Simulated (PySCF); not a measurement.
Compound: C3H6ClGeN.
SMILES with atom numbers: `[CH2:1]=[N:2]/[C:3]([Cl:4])=[CH:5]\[GeH3:6]` (hydrogens: H7, H8 on C1; H9 on C5; H10, H11, H12 on Ge6)

Method: PBE0-D3(BJ)/def2-SVP geometry optimisation, gas phase in PySCF 2.14.0; density fitting, grid level 1; the optimiser is geomeTRIC in internal coordinates, started from a GFN2-xTB structure with every atom displaced at random (about 0.01 Å).

Step 0: E = -73707.0143 eV
```
atom  x, y, z in Å  |  force x, y, z in eV/Å
C1     -1.9782   -0.9635    0.4558   -1.668   1.614  -0.188
N2     -0.8572   -0.4770    0.2065    0.950  -0.225  -0.150
C3     -0.6158    0.8190   -0.1357    1.119   0.368  -0.162
Cl4    -1.8786    1.9864   -0.2509   -0.671   0.302   0.005
C5      0.6687    1.1507   -0.3653   -0.215  -0.231   0.180
Ge6     1.9200   -0.3134   -0.1530   -0.301   0.454   0.234
H7     -2.9050   -0.3506    0.4203    0.125  -0.157   0.027
H8     -2.0608   -1.9780    0.7016   -0.142  -1.946   0.493
H9      0.9427    2.1688   -0.6051    0.081   0.370  -0.160
H10     1.8858   -0.8509    1.2480   -0.021  -0.199   0.655
H11     3.2971    0.1870   -0.4234    0.962   0.418  -0.211
H12     1.6202   -1.4062   -1.1076   -0.218  -0.767  -0.723
```

Step 1: E = -73707.2202 eV
```
atom  x, y, z in Å  |  force x, y, z in eV/Å
C1     -2.0893   -0.9355    0.4597   -0.196   0.077   0.003
N2     -0.9225   -0.5095    0.2193    0.180  -0.205  -0.040
C3     -0.6077    0.7835   -0.1258    0.102  -0.015   0.032
Cl4    -1.8957    1.9698   -0.2427   -0.048   0.114  -0.025
C5      0.6763    1.1079   -0.3533   -0.061   0.033   0.095
Ge6     2.0089   -0.3005   -0.1636   -0.056   0.060   0.036
H7     -2.9886   -0.2973    0.4185    0.016   0.032  -0.010
H8     -2.2127   -1.9918    0.7194   -0.034  -0.078   0.036
H9      0.9332    2.1401   -0.5975    0.004   0.026  -0.068
H10     2.0085   -0.8470    1.2645   -0.005  -0.035   0.131
H11     3.3946    0.2844   -0.4584    0.130   0.127  -0.053
H12     1.7341   -1.4320   -1.1488   -0.033  -0.137  -0.139
```

Question: Estimate the geometry and energy of step 2. (The exact step hangs on the optimiser's Hessian estimate; all steps are aligned on step 1, rigid shifts and turns removed.)

Answer: E = -73707.2279 eV, largest force 0.276 eV/Å
```
atom  x, y, z in Å  |  force x, y, z in eV/Å
C1     -2.1881   -0.9134    0.4556   -0.089   0.123   0.005
N2     -0.9895   -0.5667    0.2322    0.189  -0.174   0.061
C3     -0.6196    0.7191   -0.0979    0.100  -0.256  -0.026
Cl4    -1.8791    1.9394   -0.2284    0.009   0.199  -0.039
C5      0.6686    1.0278   -0.3225   -0.090   0.182   0.008
Ge6     2.0971   -0.2892   -0.1716   -0.093  -0.015   0.003
H7     -3.0238   -0.1951    0.3954   -0.048  -0.083   0.021
H8     -2.4029   -1.9556    0.7221    0.026  -0.003  -0.022
H9      0.8929    2.0646   -0.5842    0.069   0.020  -0.011
H10     2.1781   -0.8340    1.2638   -0.016  -0.007  -0.014
H11     3.4265    0.4176   -0.5096   -0.055   0.016   0.002
H12     1.8789   -1.4424   -1.1636   -0.004  -0.001   0.013
```

The energy changes by -0.0077 eV. The first-order estimate −F·Δx gives -0.0372 eV and the mean of the old and new forces, exact on a quadratic surface, -0.0064 eV. The step makes an angle of 80° with the force vector and moves no atom by more than 0.194 Å.

What follows is the cost of the whole optimisation. Time: 70 s wall; peak memory 0.53 GiB. Hardware: Arm Neoverse V1, one thread, shared host with 32 logical CPUs at a one-minute load of 23.
